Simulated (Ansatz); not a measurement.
Reaction (substitution at a C–Si bond): `NC(F)[SiH2]Cl` + silanol → `NC(F)O[SiH3]` + `[SiH3]Cl`

Calculated with Ansatz (gas phase, PBE0-D4/def2-TZVP geometries, no zero-point term in ΔE). CCSD(T)/CBS is the MP2 limit (def2-TZVPP, def2-QZVPP) plus CCSD(T) − MP2 in def2-TZVPP, frozen cores. This one scheme is used for every species. Functionals use def2-TZVPP. B3LYP here is the variant with VWN-RPA as its local correlation; programs differ in this. Each species was taken in one conformer, which may not be the lowest.

`NC(F)[SiH2]Cl`:

Z-matrix (Å, degrees):
```
C
F 1 1.429
Si 1 1.898 2 104.6
N 1 1.398 2 113.3 3 -123.0
H 1 1.094 2 105.2 3 117.5
Cl 3 2.052 1 109.6 2 166.7
H 3 1.479 1 110.2 2 47.4
H 3 1.484 1 108.5 2 -74.8
H 4 1.010 1 114.2 2 63.4
H 4 1.010 1 114.2 2 -65.3
```

`O[SiH3]`:

Cartesian coordinates in Å:
```
O 1.210 -0.380 -0.182
Si -0.301 0.145 0.211
H 1.358 -0.690 -1.076
H -0.717 1.301 -0.629
H -0.232 0.555 1.632
H -1.318 -0.931 0.043
```

`NC(F)O[SiH3]`:

```xyz
11

N    -0.083   -0.432   -2.005
C    -0.467   -0.064   -0.712
F    -1.113   -1.116   -0.021
O     0.639    0.282    0.012
Si    0.612    0.547    1.652
H     0.630   -1.149   -1.983
H    -0.871   -0.732   -2.560
H    -1.218    0.734   -0.741
H     0.610   -0.724    2.415
H     1.850    1.307    1.935
H    -0.589    1.347    2.008
```

`[SiH3]Cl`:

Cartesian coordinates in Å:
```
Si 0.087 -0.094 0.015
Cl -1.299 1.402 -0.228
H -0.632 -1.374 0.206
H 0.912 0.218 1.205
H 0.933 -0.153 -1.199
```

CCSD(T)/CBS gives +16.6 kJ/mol.

**Question.** Another level gave +14.8 kJ/mol. Which?
A. HF/def2-TZVPP
B. CCSD(T)/def2-TZVPP
C. PBE-D4/def2-TZVPP
D. B3LYP-D4/def2-TZVPP

**Answer.** D. B3LYP-D4 14.8, PBE-D4 19.8, CCSD(T)/def2-TZVPP 10.2, HF/def2-TZVPP -6.7 kJ/mol.

Largest T1 diagnostic among the species: 0.012.

From PBE to PBE0 (25 % exact exchange), in def2-TZVPP and without D4, ΔE moves by −4.7 kJ/mol. In def2-TZVPP, CCSD(T) changes the Hartree–Fock value by +16.9 kJ/mol (the triples alone add +1.4 kJ/mol) and MP2 by +21.8 kJ/mol.
